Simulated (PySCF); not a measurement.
# Optical rotation: `C=C[C@@H]1C[C@@H]1[SiH3]`, C5H10Si

Molfile (atoms numbered from 1):
```
C5H10Si
     RDKit          3D

 16 16  0  0  0  0  0  0  0  0999 V2000
    2.5867    0.3837    0.0237 C   0  0  0  0  0  0  0  0  0  0  0  0
    1.2728    0.4987    0.1270 C   0  0  0  0  0  0  0  0  0  0  0  0
    0.3202    0.0152   -0.8782 C   0  0  2  0  0  0  0  0  0  0  0  0
   -0.9644    0.7590   -1.1070 C   0  0  0  0  0  0  0  0  0  0  0  0
   -1.0044   -0.5911   -0.4578 C   0  0  2  0  0  0  0  0  0  0  0  0
   -1.4808   -0.8005    1.3541 Si  0  0  0  0  0  4  0  0  0  0  0  0
    3.2519    0.7552    0.7836 H   0  0  0  0  0  0  0  0  0  0  0  0
    3.0493   -0.0869   -0.8286 H   0  0  0  0  0  0  0  0  0  0  0  0
    0.8343    0.9773    0.9928 H   0  0  0  0  0  0  0  0  0  0  0  0
    0.7940   -0.4204   -1.7518 H   0  0  0  0  0  0  0  0  0  0  0  0
   -1.3211    0.8648   -2.1215 H   0  0  0  0  0  0  0  0  0  0  0  0
   -1.1547    1.6255   -0.4906 H   0  0  0  0  0  0  0  0  0  0  0  0
   -1.3387   -1.3954   -1.1055 H   0  0  0  0  0  0  0  0  0  0  0  0
   -0.4790   -1.6190    2.0395 H   0  0  0  0  0  0  0  0  0  0  0  0
   -2.7875   -1.4615    1.3947 H   0  0  0  0  0  0  0  0  0  0  0  0
   -1.5861    0.5043    2.0140 H   0  0  0  0  0  0  0  0  0  0  0  0
  1  2  2  0
  2  3  1  0
  3  4  1  0
  4  5  1  0
  5  6  1  0
  5  3  1  0
  1  7  1  0
  1  8  1  0
  2  9  1  0
  3 10  1  6
  4 11  1  0
  4 12  1  0
  5 13  1  6
  6 14  1  0
  6 15  1  0
  6 16  1  0
M  END
```

Level of theory: TDDFT CAM-B3LYP/def2-SVPD circular dichroism and optical rotation, one conformer, gas phase (PySCF 2.14.0). Geometry: GFN2-xTB.

The molecule is flexible and this is one conformer; a measurement averages over conformers. States above about 8.3 eV lie in this functional's continuum (it starts at minus the energy of the highest occupied orbital, well below the true ionisation energy for most functionals) and depend on the basis.

Stereocentres: C3 S, C5 S.

What is the specific rotation at 633, 589.3, 546, 436, 405, 365, 355 nm?

[α] in deg dm⁻¹ (g/mL)⁻¹:
```
λ (nm)  origin-invariant length gauge  modified velocity gauge  length gauge (centre of mass)  isotropic polarisability (au)
   633                          +61.2                    +68.5                          +60.7                           88.4
 589.3                          +72.7                    +81.3                          +72.1                           88.9
   546                          +87.8                    +97.9                          +87.1                           89.4
   436                         +160.1                   +176.8                         +158.8                           91.5
   405                         +198.8                   +218.5                         +197.2                           92.6
   365                         +276.0                   +301.2                         +273.7                           94.4
   355                         +303.0                   +329.9                         +300.4                           94.9
```

And for the mirror image at 589.3 nm?

-72.7 deg dm⁻¹ (g/mL)⁻¹ (origin-invariant length gauge): the same size and the opposite sign.

What is the molar rotation [Φ] = [α]·M/100 of the geometry above at 589.3 nm?

With M = 98.22 g/mol, +71.4 deg cm² dmol⁻¹ (origin-invariant length gauge).

The first excitation lies at 6.87 eV (180 nm) with R = +22.9 × 10⁻⁴⁰ esu² cm² (velocity form).
